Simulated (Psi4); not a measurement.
sulfur hexafluoride (F6S), singlet, geometry from GFN2-xTB. Base run: HF/STO-3G run with Psi4.

Geometry (Å):
```xyz
7

F      0.6058    -0.4617    -1.3961
S      0.0000     0.0000     0.0000
F      1.2982    -0.5412     0.7423
F     -0.6906    -1.4224     0.1707
F     -1.2982     0.5412    -0.7423
F      0.6906     1.4224    -0.1707
F     -0.6058     0.4617     1.3961
```
Charge 0, spin multiplicity 1.
All else is at Psi4's defaults (density fitting).
Base energy -980.91998 Eh.

Each row names what was changed in the base input (with any setting that the change needs).

| change | ΔE vs base (mEh) | SCF cycles | basis functions |
|---|---|---|---|
| base | 0.000 | 6 | 39 |
| damping_percentage = 50 | 0.006 | 84 | 39 |
| ints_tolerance = 1e-8 | 0.000 | 6 | 39 |
| scf_type = disk_df | 0.000 | 6 | 39 |
| df_basis_scf = def2-universal-jkfit | 0.000 | 6 | 39 |
| scf_type = dfdirj+cosx | -3.223 | 7 | 39 |
| e_convergence = 1e-10 | 0.000 | 8 | 39 |
| d_convergence = 1e-10 | 0.000 | 9 | 39 |
| scf_type = out_of_core | 0.529 | 6 | 39 |
| scf_type = mem_df | 0.000 | 6 | 39 |
| guess = modhuckel | 0.000 | 7 | 39 |
| basis_guess = true | 0.000 | 5 | 39 |
| guess = sadno | 0.000 | 7 | 39 |
